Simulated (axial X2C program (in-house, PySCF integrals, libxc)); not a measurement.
ZrB⁻: bond constants with and without spin–orbit coupling

Computed with an axial X2C code built on PySCF integrals. Spin-free means the one-electron spin-free X2C Hamiltonian; two-component (2c) means X2C with spin–orbit coupling and atomic mean-field two-electron Coulomb and Gaunt terms, so the difference of the two also holds small scalar two-electron terms. Basis: Zr dyall-acv3z [12s13p10d6f3g], B dyall-av3z [8s7p3d2f] (cores contracted in-house); Gaussian nuclei, density fitting, unrestricted open shells. Masses: Zr 89.905 u, B 11.009 u.

Input:
```json
{
 "zs": [
  40,
  5
 ],
 "q": -1,
 "bas": [
  "dyall-acv3z",
  "dyall-av3z"
 ],
 "levels": [
  "PBE0",
  "HF",
  "PW91"
 ],
 "cc": true,
 "r0": 2.39,
 "thr": -1.0,
 "nmax": 90,
 "npts": 10,
 "nst": 2,
 "ntry": 6
}
```
```bash
python so2c.py task.json out
```

Keys: zs atomic numbers; q charge; bas basis sets; levels methods; cc coupled cluster on or off; r0 starting distance in Å; thr threshold in hartree for freezing inner shells (an s shell follows its p shell); nmax most natural virtual spinors; npts points on the curve; nst determinants followed; ntry starts of the search. HF also brings MP2.

State, spin-free: M_S = 2, Λ = 2 (beyond evenly filled blocks: σα, π+α, π-α, δ+α); electrons by block: σα: 12, σβ: 11, π+α: 5, π+β: 4, π-α: 5, π-β: 4, δ+α: 2, δ+β: 1, δ-α: 1, δ-β: 1. Fragments: Zr- + B for PBE0, HF, PW91; Zr + B- for CCSD, CCSD(T).

State, 2c: Ω = 4 (⟨Sz⟩ = 2.00, ⟨Lz⟩ = 2.00 at HF); electrons by block: 1/2: 16, -1/2: 16, 3/2: 6, -3/2: 5, 5/2: 2, -5/2: 1. Fragments: Zr- + B for HF, PW91; Zr + B- for CCSD, CCSD(T).

```json
{"Hamiltonian": "spin-free", "level": "PBE0", "Re (Å)": "2.204", "ωe (cm⁻¹)": "576.6", "ωexe (cm⁻¹)": "2.69", "Be (cm⁻¹)": "0.3538", "De (eV)": "3.63", "D0 (eV)": "3.59", "k (mdyn/Å)": "1.92", "μ (D)": "-0.54"}
{"Hamiltonian": "spin-free", "level": "HF", "Re (Å)": "2.243", "ωe (cm⁻¹)": "577.3", "ωexe (cm⁻¹)": "2.52", "Be (cm⁻¹)": "0.3416", "De (eV)": "2.58", "D0 (eV)": "2.54", "k (mdyn/Å)": "1.93", "μ (D)": "-0.87"}
{"Hamiltonian": "spin-free", "level": "CCSD", "Re (Å)": "2.230", "ωe (cm⁻¹)": "574.5", "ωexe (cm⁻¹)": "2.61", "Be (cm⁻¹)": "0.3455", "De (eV)": "n/a", "D0 (eV)": "n/a", "k (mdyn/Å)": "1.91", "μ (D)": "n/a"}
{"Hamiltonian": "spin-free", "level": "CCSD(T)", "Re (Å)": "2.235", "ωe (cm⁻¹)": "568.4", "ωexe (cm⁻¹)": "2.64", "Be (cm⁻¹)": "0.3441", "De (eV)": "n/a", "D0 (eV)": "n/a", "k (mdyn/Å)": "1.87", "μ (D)": "n/a"}
{"Hamiltonian": "spin-free", "level": "PW91", "Re (Å)": "2.223", "ωe (cm⁻¹)": "548.2", "ωexe (cm⁻¹)": "2.9", "Be (cm⁻¹)": "0.3477", "De (eV)": "3.81", "D0 (eV)": "3.78", "k (mdyn/Å)": "1.74", "μ (D)": "-1.03"}
{"Hamiltonian": "2c", "level": "HF", "Re (Å)": "2.241", "ωe (cm⁻¹)": "578.0", "ωexe (cm⁻¹)": "2.5", "Be (cm⁻¹)": "0.3421", "De (eV)": "2.51", "D0 (eV)": "2.47", "k (mdyn/Å)": "1.93", "μ (D)": "-0.85"}
{"Hamiltonian": "2c", "level": "CCSD", "Re (Å)": "2.229", "ωe (cm⁻¹)": "575.0", "ωexe (cm⁻¹)": "2.66", "Be (cm⁻¹)": "0.3459", "De (eV)": "n/a", "D0 (eV)": "n/a", "k (mdyn/Å)": "1.91", "μ (D)": "n/a"}
{"Hamiltonian": "2c", "level": "CCSD(T)", "Re (Å)": "2.234", "ωe (cm⁻¹)": "569.2", "ωexe (cm⁻¹)": "2.81", "Be (cm⁻¹)": "0.3445", "De (eV)": "n/a", "D0 (eV)": "n/a", "k (mdyn/Å)": "1.87", "μ (D)": "n/a"}
{"Hamiltonian": "2c", "level": "PW91", "Re (Å)": "2.222", "ωe (cm⁻¹)": "548.4", "ωexe (cm⁻¹)": "2.9", "Be (cm⁻¹)": "0.3482", "De (eV)": "3.76", "D0 (eV)": "3.73", "k (mdyn/Å)": "1.74", "μ (D)": "-1.03"}
```

Correlated methods: 8 electrons correlated (number of frozen shells: Zr 4 s, 3 p, 1 d; B 1 s), 336 virtual spin orbitals or spinors in MP2, 90 natural virtuals in coupled cluster.

Dipoles are positive if B is the positive end and refer to the centre of mass.

The state is one determinant whose occupation by symmetry is held fixed; it was picked as the lowest of a PBE0 search that is not exhaustive. Dissociation energies refer to the lowest single-determinant-based atoms at the same level and basis. De is not given where an atomic determinant may have missed its ground term or J level, or where the truncated virtual space spoils (T). Density functionals use the spin component along the axis (collinear). CCSD and (T) use frozen natural virtuals with an MP2 correction for the truncation; (T) itself is uncorrected, so its De runs slightly low. A 2c atom that is not at its ground J level misses part of its spin–orbit lowering, and De is too large by that part (0.04 eV or less for light atoms). This holds for PW91. PBE0 can misorder states that lie within some tenths of an eV, so this need not be the ground state of the molecule. The nearest other spin-free determinant of the search, M_S = 1, Λ = 1, lies 0.31 eV up at the distance of the search. Without a current term, density functionals place determinants with orbital angular momentum somewhat too high. With several unpaired electrons one determinant need not be a pure state. The outer-core s and p shells of the metal are frozen in the correlated rows, which leaves out core–valence correlation; for alkali and alkaline-earth bonds that tends to lengthen them. Open-shell Ω = 0 determinants with evenly filled partner blocks cannot be reached by this program, so the Ω shown need not be the lowest component. At some level and bond length an empty orbital lies below a filled one. The highest occupied level of some functionals is positive through self-interaction error; at Hartree–Fock it is bound. The determinant is spin-polarised beyond a pure state at some levels (its spin-free form has ⟨S²⟩ too high), which makes Re and μ there less reliable. The T1 diagnostic is large, a sign of multireference character. The stretched end of a curve changes character and is left out. With the outer-core shells frozen, correlated bond lengths of heavy atoms tend to come out a few hundredths of an ångström too long. Hartree–Fock gets electron affinities wrong, so its lowest charge split need not be the true one.

No reliable constants came from MP2 (2c), MP2 (spin-free), PBE0 (2c): no minimum in range, unconverged points, a curve that is not smooth, a change of character along it, or the two Hamiltonians disagreeing along it.

Rough cost a point (2c) on 1 thread(s) of a shared host, integrals apart: HF 1 s, CCSD(T) 4 s, PW91 0.6 s.

The whole task took 3.9 min on 1 thread of Arm Neoverse V2, on a shared host.
